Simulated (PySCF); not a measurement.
beryllium hydride (HBe), doublet, geometry from GFN2-xTB (such geometries of metal compounds can be far from the true shape), with bond 1-2 at 2.0 times its length; BLYP/3-21G (PySCF).

Input for PySCF:
```python
from pyscf import gto, scf, dft

mol = gto.Mole()
mol.atom = '''
    Be    0.00000000    0.00000000   -1.57486538
    H     0.00000000    0.00000000    1.04991026
'''
mol.basis = '3-21g'
mol.spin = 1
mol.verbose = 4
mol.build()

mf = dft.UKS(mol)
mf.xc = 'blyp'
mf.diis = False
mf.damp = 0.3
mf.diis_start_cycle = 200
mf.max_cycle = 150
mf.kernel()
mf.analyze()
```

What the program printed (banner, timings and long lists left out):

```
PySCF version 2.14.0

[INPUT] verbose = 4
[INPUT] num. atoms = 2
[INPUT] num. electrons = 5
[INPUT] charge = 0
[INPUT] spin (= nelec alpha-beta = 2S) = 1
[INPUT] symmetry False subgroup None
[INPUT] Mole.unit = angstrom
[INPUT] Symbol           X                Y                Z      unit          X                Y                Z       unit  Magmom
[...]
nuclear repulsion = 0.806434200097956
number of shells = 7
number of NR pGTOs = 18
number of NR cGTOs = 11
basis = 3-21g
ecp = {}

******** <class 'pyscf.dft.uks.UKS'> ********
method = UKS
initial guess = minao
damping factor = 0.3
level_shift factor = 0
DIIS disabled
SCF conv_tol = 1e-09
SCF conv_tol_grad = None
SCF max_cycles = 150
direct_scf = True
direct_scf_tol = 1e-13
number electrons alpha = 3  beta = 2
XC library pyscf.dft.libxc version 7.1.2
    S. Lehtola, C. Steigemann, M. J. T. Oliveira, and M. A. L. Marques,  SoftwareX 7, 1–5 (2018)
XC functionals = blyp
    A. D. Becke,  Phys. Rev. A 38, 3098 (1988)
    C. Lee, W. Yang, and R. G. Parr,  Phys. Rev. B 37, 785 (1988)
    B. Miehlich, A. Savin, H. Stoll, and H. Preuss,  Chem. Phys. Lett. 157, 200 (1989)
radial grids:
    Treutler-Ahlrichs [JCP 102, 346 (1995); DOI:10.1063/1.469408] (M4) radial grids

becke partition: Becke, JCP 88, 2547 (1988); DOI:10.1063/1.454033
pruning grids: <function nwchem_prune>
grids dens level: 3
symmetrized grids: False
atomic radii adjust function: <function treutler_atomic_radii_adjust>
small_rho_cutoff = 0
Set gradient conv threshold to 3.16228e-05
tot grids = 23536
init E= -15.0125470116528

cycle= 1 E= -15.0259738192618  delta_E= -0.0134  |g|= 0.14  |ddm|= 0.729
cycle= 2 E= -14.9610265504132  delta_E= 0.0649  |g|= 0.215  |ddm|= 0.79
cycle= 3 E= -14.9153547147426  delta_E= 0.0457  |g|= 0.258  |ddm|= 1.04
cycle= 4 E= -14.8074594490419  delta_E= 0.108  |g|= 0.272  |ddm|= 1.18
cycle= 5 E= -14.849018213551  delta_E= -0.0416  |g|= 0.292  |ddm|= 1.27
cycle= 6 E= -14.617603128447  delta_E= 0.231  |g|= 0.228  |ddm|= 1.36
cycle= 7 E= -14.8146397599602  delta_E= -0.197  |g|= 0.298  |ddm|= 1.43
cycle= 8 E= -14.6170662126342  delta_E= 0.198  |g|= 0.229  |ddm|= 1.41
cycle= 9 E= -14.811493162946  delta_E= -0.194  |g|= 0.296  |ddm|= 1.42
cycle= 10 E= -14.6148323523101  delta_E= 0.197  |g|= 0.229  |ddm|= 1.42
cycle= 11 E= -14.8098997205134  delta_E= -0.195  |g|= 0.296  |ddm|= 1.42
cycle= 12 E= -14.6141407800805  delta_E= 0.196  |g|= 0.23  |ddm|= 1.42
cycle= 13 E= -14.8093902373575  delta_E= -0.195  |g|= 0.296  |ddm|= 1.42
[...]
cycle= 140 E= -14.613755668343  delta_E= 0.195  |g|= 0.23  |ddm|= 1.42
cycle= 141 E= -14.80911579447  delta_E= -0.195  |g|= 0.296  |ddm|= 1.42
cycle= 142 E= -14.6137556683599  delta_E= 0.195  |g|= 0.23  |ddm|= 1.42
cycle= 143 E= -14.8091157944995  delta_E= -0.195  |g|= 0.296  |ddm|= 1.42
cycle= 144 E= -14.6137556683767  delta_E= 0.195  |g|= 0.23  |ddm|= 1.42
cycle= 145 E= -14.8091157945289  delta_E= -0.195  |g|= 0.296  |ddm|= 1.42
cycle= 146 E= -14.6137556683937  delta_E= 0.195  |g|= 0.23  |ddm|= 1.42
cycle= 147 E= -14.8091157945584  delta_E= -0.195  |g|= 0.296  |ddm|= 1.42
cycle= 148 E= -14.6137556684106  delta_E= 0.195  |g|= 0.23  |ddm|= 1.42
cycle= 149 E= -14.809115794588  delta_E= -0.195  |g|= 0.296  |ddm|= 1.42
cycle= 150 E= -14.6137556684275  delta_E= 0.195  |g|= 0.23  |ddm|= 1.42
SCF not converged.
SCF energy = -14.6137556684275 after 150 cycles  <S^2> = 0.75772307  2S+1 = 2.0077082
**** SCF Summaries ****
Total Energy =                         -14.613755668427546
Nuclear Repulsion Energy =               0.806434200097956
One-electron Energy =                  -21.485413103664651
Two-electron Energy =                    6.065223235139151
Two-electron Coulomb Energy =            9.129290913674195
DFT Exchange-Correlation Energy =       -3.064067678535044
**** MO energy ****
                             alpha | beta                alpha | beta
[...]
To work with the spin densities directly, `use mulliken_meta_spin()` only printing them here.

 ** Mulliken spin pop alpha/beta on meta-lowdin orthogonal AOs **
 ** Mulliken Spin Density (per AO)  **
spin_pop of  0 Be 1s        0.00001
spin_pop of  0 Be 2s        0.02616
spin_pop of  0 Be 3s        0.00017
spin_pop of  0 Be 2px       0.98666
spin_pop of  0 Be 2py       0.01279
spin_pop of  0 Be 2pz      -0.02455
spin_pop of  0 Be 3px       0.00055
spin_pop of  0 Be 3py       0.00001
spin_pop of  0 Be 3pz      -0.00115
spin_pop of  1 H 1s       -0.00060
spin_pop of  1 H 2s       -0.00005
 ** Mulliken Spin Density (per atom)  **
spin density of  0 Be =      1.00065
spin density of  1 H =     -0.00065
 ** Mulliken pop alpha/beta on meta-lowdin orthogonal AOs **
 ** Mulliken pop       alpha | beta **
[...]
In total             3.00000 | 2.00000
 ** Mulliken atomic charges   ( Nelec_alpha | Nelec_beta ) **
charge of  0Be =     -0.98966  (     2.99516      1.99450 )
charge of  1H =      0.98966  (     0.00484      0.00550 )
Dipole moment(X, Y, Z, Debye):  0.00000, -0.00000, 14.74947
```

Convergence was not reached.
